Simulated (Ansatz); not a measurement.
C3H12GaN3, SMILES `C[NH][Ga]([NH]C)[NH]C` at its PBE0-D4/def2-TZVP geometry, where that method's forces vanish. Total charge 0; spin multiplicity 1.

```xyz
19

C     1.9705   -1.7847   -1.1772
N     1.0572   -0.6770   -1.3175
Ga    0.0632    0.0618    0.0162
N    -1.1674    1.3452   -0.3728
C    -1.4675    1.8584   -1.6870
N     0.1910   -0.5892    1.7110
C    -0.6234   -0.1916    2.8332
H     1.7493   -2.3371   -0.2601
H     1.8743   -2.5012   -2.0023
H     3.0257   -1.4813   -1.1252
H     1.1505   -0.1903   -2.1929
H    -1.5569    1.8989    0.3712
H    -1.1131    1.1606   -2.4503
H    -2.5472    1.9703   -1.8457
H    -1.0008    2.8312   -1.8968
H     0.9977   -1.1297    1.9740
H    -1.5356    0.2954    2.4785
H    -0.1234    0.5136    3.5120
H    -0.9439   -1.0534    3.4316
```

Problem. What forces (eV/Å) does PBE-D4/def2-TZVPP give on these atoms in Ansatz 0.2.0? (An estimate is asked.)

Solution. Computed: 
```
C1   0.046 -0.043  0.017
N2  -0.079 -0.054  0.016
Ga3  0.056  0.055  0.014
N4  -0.037 -0.088 -0.018
C5   0.000  0.025 -0.061
N6  -0.073 -0.044 -0.047
C7  -0.034  0.031  0.047
H8  -0.038 -0.120  0.184
H9  -0.008 -0.163 -0.172
H10  0.235  0.041  0.013
H11  0.016  0.189 -0.303
H12 -0.127  0.181  0.281
H13  0.068 -0.137 -0.163
H14 -0.230  0.031 -0.049
H15  0.091  0.210 -0.068
H16  0.293 -0.192  0.069
H17 -0.190  0.099 -0.063
H18  0.088  0.153  0.161
H19 -0.076 -0.176  0.141
```
